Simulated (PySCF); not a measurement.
Species: C5H18Si4.
Atom-mapped SMILES: `[SiH3:1][SiH2:2][Si@@H:3]([SiH3:4])[CH:5]1[CH2:6][CH2:7][CH2:8][CH2:9]1`

Probes without a nucleus sit at each ring's centroid and 1 Å off its mean plane on both sides; NICS is minus the shielding there, NICSzz its component along the normal. Level: GIAO CAM-B3LYP/pcSseg-1 (PySCF, non-relativistic, gas phase) on the PBE0-D3(BJ)/def2-SVP geometry, one conformer.

Ring bond lengths (Å): C5–C6 1.534, C6–C7 1.526, C7–C8 1.531, C8–C9 1.547, C9–C5 1.549.

Question: What do the NICS probes read (ppm)?

Answer: 
| ring | type | NICS(0) | NICS(1), two faces | NICS(1)zz, two faces | rms pucker (Å) | centre to ring atoms, mean (Å) |
| --- | --- | --- | --- | --- | --- | --- |
| C5–C6–C7–C8–C9 | 5-membered carbocycle; formal bonds all single | -5.5 | -4.3 / -3.9 | -4.3 / -4.1 | 0.18 | 1.29 |

Question: What do they say, and how far can they be read as aromaticity?

Answer: 
- C5–C6–C7–C8–C9: mean NICS(1)zz -4.2 ppm, shielded. C5, C6, C7, C8, C9 have four or more neighbours, and the NICS criterion for π rings isn't applied.

Question: How shielded are the nuclei of the rings and their hydrogens (means over atoms taken as equivalent)?

Answer: 
| atoms | environment | σ isotropic (ppm) | principal values of the symmetric part, first atom (ppm) |
| --- | --- | --- | --- |
| C5 | sp3 carbon bound to silicon | 161.1 | 136.6, 167.4, 179.3 |
| C6 | ring CH2 carbon | 146.5 | 122.9, 153.6, 163.0 |
| C7 | ring CH2 carbon | 150.4 | 126.5, 155.6, 169.0 |
| C8 | ring CH2 carbon | 155.2 | 126.8, 168.0, 170.7 |
| C9 | ring CH2 carbon | 154.3 | 123.8, 163.1, 175.8 |
| H on C5 | methine hydrogen | 30.39 | 26.0, 28.8, 36.4 |
| H on C6 | methylene hydrogen | 30.34 | 24.4, 30.8, 35.9 |
| H on C6 | methylene hydrogen | 29.62 | 24.6, 28.0, 36.3 |
| H on C7 | methylene hydrogen | 29.63 | 24.8, 26.5, 37.6 |
| H on C7 | methylene hydrogen | 30.06 | 25.8, 27.2, 37.2 |
| H on C8 | methylene hydrogen | 29.60 | 24.4, 27.2, 37.1 |
| H on C8 | methylene hydrogen | 29.96 | 24.7, 28.1, 37.0 |
| H on C9 | methylene hydrogen | 29.71 | 23.6, 29.9, 35.6 |
| H on C9 | methylene hydrogen | 30.17 | 24.7, 30.9, 34.9 |

The list is cut; further classes of hydrogen are left out.

Question: How do the values depend on the level or the medium?

Answer: 
```csv
level,"NICS(0), C5–C6–C7–C8–C9","mean NICS(1)zz, C5–C6–C7–C8–C9"
"CAM-B3LYP/pcSseg-1, gas",-5.5,-4.2
"PBE0/pcSseg-1, gas",-5.9,-4.5
```

The geometry is the same throughout.
